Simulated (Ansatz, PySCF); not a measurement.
Spin states of H3IrO3 (SMILES [OH][Ir]([OH])[OH]), each relaxed with B3LYP-D3(BJ)/def2-TZVP.
State 1 (charge 0, multiplicity 1):
```json
[
 {"atom": "Ir", "x (Å)": "0.0259", "y (Å)": "0.0986", "z (Å)": "0.0409"},
 {"atom": "O", "x (Å)": "1.6656", "y (Å)": "-0.3872", "z (Å)": "-0.6600"},
 {"atom": "H", "x (Å)": "2.3273", "y (Å)": "0.2718", "z (Å)": "-0.3849"},
 {"atom": "O", "x (Å)": "-0.4800", "y (Å)": "-0.5226", "z (Å)": "1.7051"},
 {"atom": "H", "x (Å)": "-0.9053", "y (Å)": "-1.3927", "z (Å)": "1.6114"},
 {"atom": "O", "x (Å)": "-1.0958", "y (Å)": "1.1982", "z (Å)": "-0.9308"},
 {"atom": "H", "x (Å)": "-1.6394", "y (Å)": "0.6585", "z (Å)": "-1.5307"}
]
```
State 2 (charge 0, multiplicity 3):
| atom | x (Å) | y (Å) | z (Å) |
|---|---|---|---|
| Ir | -0.4035 | 0.2167 | 0.0784 |
| O | 1.2189 | -0.6729 | -0.3565 |
| H | 1.9460 | -0.0505 | -0.2001 |
| O | -0.5971 | -0.7984 | 1.6594 |
| H | 0.1636 | -1.3500 | 1.8925 |
| O | -1.0179 | 1.4594 | -1.2041 |
| H | -1.4119 | 1.1202 | -2.0187 |

Singlets are restricted, other states unrestricted; no spin–orbit coupling, no relativity up to Kr; see below for the cores. The largest T1 diagnostic is 0.037.

Correlated levels freeze the inner cores; with def2 sets outer-core shells near the valence are correlated too. CBS: X⁻³ extrapolation of the correlation energy, Hartree–Fock from the larger set.

The values were computed with Ansatz (Gaussian basis) for Hartree–Fock, density functionals and correlated methods; PySCF for the dispersion terms. Each number belongs to the level named beside it. In def2 rows elements past Kr take small-core potentials, without spin–orbit coupling.

```json
[
 {"level": "PBE/def2-TZVPP", "energy of the multiplicity-3 state less that of the multiplicity-1 state (eV)": "0.868"},
 {"level": "PBE-D3(BJ)/def2-TZVPP", "energy of the multiplicity-3 state less that of the multiplicity-1 state (eV)": "0.867"},
 {"level": "BLYP/def2-TZVPP", "energy of the multiplicity-3 state less that of the multiplicity-1 state (eV)": "0.802"},
 {"level": "r2SCAN/def2-TZVPP", "energy of the multiplicity-3 state less that of the multiplicity-1 state (eV)": "0.680"},
 {"level": "B97M-V/def2-TZVPP", "energy of the multiplicity-3 state less that of the multiplicity-1 state (eV)": "0.657"},
 {"level": "PBE0-D4/def2-TZVPP", "energy of the multiplicity-3 state less that of the multiplicity-1 state (eV)": "…"},
 {"level": "CAM-B3LYP/def2-TZVPP", "energy of the multiplicity-3 state less that of the multiplicity-1 state (eV)": "0.677"},
 {"level": "CCSD(T)/def2-SVP", "energy of the multiplicity-3 state less that of the multiplicity-1 state (eV)": "…"},
 {"level": "CCSD(T)/CBS(def2-SVP, def2-TZVPP)", "energy of the multiplicity-3 state less that of the multiplicity-1 state (eV)": "0.857"}
]
```

**Question.** Complete the blanks.

**Answer.** 
- PBE0-D4/def2-TZVPP, energy of the multiplicity-3 state less that of the multiplicity-1 state (eV): 0.732
- CCSD(T)/def2-SVP, energy of the multiplicity-3 state less that of the multiplicity-1 state (eV): 0.782

Ansatz is a first-principles code.
